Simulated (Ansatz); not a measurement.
A trace of molecular dynamics of AlClFHO (5 atoms, charge 0, multiplicity 1).

Level of theory: RKS BHLYP/6-31G* in Ansatz.

```json
{
  "ensemble": "NVE (velocity Verlet)",
  "starting velocities drawn for": "100 K",
  "masses": "H 2.014 u",
  "seed": "330836"
}
```

```csv
time (fs),T (K),potential energy less start (eV),conserved less start (meV/atom)
0,100,0.000,0.00
3,78,0.008,0.02
6,72,0.011,0.00
9,40,0.023,0.02
12,39,0.024,0.01
15,27,0.029,0.02
18,39,0.024,0.00
21,35,0.025,0.02
24,48,0.020,0.01
27,51,0.019,0.02
30,67,0.013,0.01
33,68,0.013,0.01
36,59,0.016,0.01
39,45,0.021,0.01
42,28,0.028,0.02
45,28,0.028,0.01
48,22,0.030,0.02
51,38,0.024,0.00
54,34,0.026,0.02
57,52,0.019,0.00
60,48,0.020,0.02
63,73,0.011,0.00
66,72,0.011,0.02
69,82,0.007,0.00
72,65,0.014,0.02
75,62,0.015,0.01
78,46,0.021,0.02
81,47,0.020,0.01
```

**Question.** Can this run be trusted? Judge the integration.

**Answer.** The conserved energy stayed within 0.023 meV per atom of its start (net change 0.02 meV per atom), so the integration is sound. Over the second half the temperature averaged 0.50 of the 100 K drawn at the start: a run that starts near a minimum puts about half its kinetic energy into the potential. A run of 0.083 ps of so small a system gives no equilibrium averages. The time step was 0.5 fs.

Time of the run: 6.8 min on 1 thread of Arm Neoverse V1 (shared host), peak memory 0.12 GiB.
